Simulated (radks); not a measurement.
The numbers below are computed, except where a source is named.
Charge is removed step by step from the 2s down level of the phosphorus ion P11+, starting from [He] 2s(up 1, down 1). Level of theory: non-relativistic Kohn-Sham, PBE, spin-polarised, spherical densities, point nucleus (a radial shooting solver on a logarithmic mesh with Libxc functionals).

\begin{tabular}{lrr}
removed (e) & E - E(0) (eV) & eigenvalue (eV) \\ \hline
0 & 0.000 & -535.22 \\
0.1 & 53.744 & -539.66 \\
0.2 & 107.93 & -544.04 \\
0.3 & 162.55 & -548.36 \\
0.4 & 217.60 & -552.61 \\
0.5 & 273.07 & -556.76 \\
0.6 & 328.95 & -560.82 \\
0.7 & 385.23 & -564.78 \\
0.8 & 441.90 & -568.66 \\
0.9 & 498.96 & -572.48 \\
\end{tabular}

The mean slope of the eigenvalue, de/dn, is 41.4 eV per electron.
